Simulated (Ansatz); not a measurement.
Two members of one family (InH3 adduct), computed with Ansatz in the gas phase; def2 core potentials for In, no spin–orbit coupling. The two geometries come from different levels. Binding counts from free atoms in the multiplicity of their measured ground term, without zero-point energy. A dash marks a value that wasn't run or was left out as unsound. The structures are stationary points that may keep the symmetry of their start. Remarks come from the PBE and PBE0 runs and from stability tests at other levels; not every state was tested. HOMO above LUMO (over both spins in singlets and doublets, within one spin in higher multiplets; at PBE or PBE0), or a gap under 0.15 eV within one spin, warns that the state may not be the lowest or that an electron is smeared out.

First: In(H2O)H3 (singlet, charge 0, PBE-D4/def2-TZVP geometry).

```
atom   x (Å)   y (Å)   z (Å)
 In1   0.167   0.243   1.062
  O2  -0.285   0.048  -1.366
  H3  -0.978  -0.629  -1.464
  H4   0.514  -0.341  -1.764
  H5  -0.109   1.943   1.272
  H6   1.791  -0.361   0.839
  H7  -1.101  -0.904   1.422
```

```json
{"level": "PBE-D4/def2-TZVP", "HOMO (eV)": "-6.41", "LUMO (eV)": "-1.76", "gap (eV)": "4.65", "vertical IE (eV)": "–", "vertical triplet (eV)": "–", "binding per atom (eV)": "2.55"}
{"level": "r2SCAN-D4/def2-TZVP", "HOMO (eV)": "-6.71", "LUMO (eV)": "-1.25", "gap (eV)": "5.46", "vertical IE (eV)": "9.72", "vertical triplet (eV)": "5.10", "binding per atom (eV)": "2.56"}
{"level": "PBE0-D4/def2-SVP", "HOMO (eV)": "-7.52", "LUMO (eV)": "-0.68", "gap (eV)": "6.84", "vertical IE (eV)": "–", "vertical triplet (eV)": "–", "binding per atom (eV)": "2.51"}
{"level": "PBE0-D4/def2-TZVP", "HOMO (eV)": "-7.60", "LUMO (eV)": "-0.99", "gap (eV)": "6.61", "vertical IE (eV)": "9.85", "vertical triplet (eV)": "5.21", "binding per atom (eV)": "2.51"}
{"level": "BHLYP-D4/def2-TZVP", "HOMO (eV)": "-8.72", "LUMO (eV)": "-0.39", "gap (eV)": "8.33", "vertical IE (eV)": "–", "vertical triplet (eV)": "–", "binding per atom (eV)": "2.49"}
```

Remarks: gap within one spin near zero at PBE or PBE0 (+1 doublet), HOMO above LUMO (+1 doublet), gap within one spin near zero at PBE or PBE0 (triplet), HOMO above LUMO (triplet).

Second: In(PF3)H3 (singlet, charge 0, r2SCAN-D4/def2-SVP geometry).

| atom | x (Å) | y (Å) | z (Å) |
| --- | --- | --- | --- |
| In1 | 1.1988 | -0.9819 | 0.6302 |
| P2 | -0.8286 | 0.6767 | -0.4395 |
| F3 | -0.7800 | 1.0574 | -1.9806 |
| F4 | -1.0091 | 2.1333 | 0.1669 |
| F5 | -2.3374 | 0.1880 | -0.3562 |
| H6 | 0.5209 | -0.9041 | 2.2222 |
| H7 | 2.4459 | 0.1290 | 0.1725 |
| H8 | 0.7896 | -2.2984 | -0.4155 |

**Question.** What does the change do? Estimate second minus first.

**Answer.** 
```csv
level,Δ HOMO (eV),Δ LUMO (eV),Δ gap (eV),Δ vertical IE (eV),Δ vertical triplet (eV),Δ binding per atom (eV)
PBE-D4/def2-TZVP,-0.58,-0.34,0.25,–,–,0.44
r2SCAN-D4/def2-TZVP,-0.58,-0.65,-0.08,0.48,0.34,0.37
PBE0-D4/def2-SVP,-0.63,-0.18,0.45,–,–,0.28
PBE0-D4/def2-TZVP,-0.58,-0.20,0.38,0.48,0.40,0.36
BHLYP-D4/def2-TZVP,-0.60,0.19,0.79,–,–,0.28
```

Remarks: gap within one spin near zero at PBE or PBE0 (+1 doublet), HOMO above LUMO (+1 doublet), gap within one spin near zero at PBE or PBE0 (triplet), HOMO above LUMO (triplet).
